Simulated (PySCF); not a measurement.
Species: C₄H₇NO₂Si.
SMILES with atom numbers: `[OH:1][SiH:2]([OH:3])[n:4]1[cH:5][cH:6][cH:7][cH:8]1`

Geometry (GFN2-xTB, Å), atoms numbered from 1 in this order:
```xyz
15
C4H7NO2Si angstrom
O     -2.3053    0.8345   -1.2214
Si    -1.6879   -0.2981   -0.2581
O     -2.3857   -0.1615    1.2009
N      0.0432   -0.0809   -0.0752
C      0.8893    0.4068   -1.0349
C      2.1727    0.3504   -0.5863
C      2.1289   -0.2097    0.7123
C      0.8203   -0.4638    0.9865
H     -2.5102    1.7080   -0.8966
H     -1.9671   -1.5503   -0.9366
H     -2.0856   -0.6749    1.9444
H      0.4915    0.7623   -1.9644
H      3.0509    0.6696   -1.1126
H      2.9671   -0.3956    1.3555
H      0.3734   -0.8888    1.8647
```

Definitions: NICS(0) = −σiso at the ring centroid; NICS(1) = −σiso and NICS(1)zz = −σzz at ±1 Å along the ring normal z. Level: GIAO PBE0/pcSseg-1 (PySCF, non-relativistic, gas phase) on the GFN2-xTB geometry, one conformer.

Ring bond lengths (Å), with Mayer bond orders in brackets: N4–C5 1.369 (1.13), C5–C6 1.361 (1.55), C6–C7 1.415 (1.33), C7–C8 1.361 (1.56), C8–N4 1.370 (1.11).

Problem. What do the NICS probes read (ppm)?

Solution. 
```csv
ring,type,NICS(0),"NICS(1), two faces","NICS(1)zz, two faces",rms pucker (Å),"centre to ring atoms, mean (Å)"
N4–C5–C6–C7–C8,5-membered ring with N; formal bonds all aromatic,-13.4,-11.2 / -11.4,-30.1 / -30.1,0.00,1.17
```

Problem. What can be read from them?

Solution. 
- N4–C5–C6–C7–C8: mean NICS(1)zz -30.1 ppm, shielded. The ring is flat and has no four-coordinate atom; by the NICS criterion it is aromatic.

Problem. And the bond-length index? HOMA = 1 − mean of α(R − Ropt)² over the ring bonds, with Krygowski's 1993 parameters (CC: Ropt 1.388 Å, α 257.7 Å⁻²; CN: Ropt 1.334 Å, α 93.52 Å⁻²).

Solution. 
- N4–C5–C6–C7–C8: HOMA 0.84; the largest term is that of C5–C6, α(R − Ropt)² = 0.19. The geometric and the magnetic index point the same way.

Problem. At the second NICS(1) probe listed for ring N4–C5–C6–C7–C8, 1 Å off the ring, what do the in-plane components average?

Solution. The isotropic value is a third of the trace: (3 × -11.4 − (-30.1))/2 = -2.1 ppm.

Problem. List the ring angles and the Hirshfeld charges of the ring atoms.

Solution. 
- N4–C5–C6–C7–C8: N4 107.0° (-0.117 e), C5 109.7° (-0.036 e), C6 106.8° (-0.097 e), C7 106.8° (-0.096 e), C8 109.7° (-0.044 e); sum 540.0° against 540° for a flat convex ring.
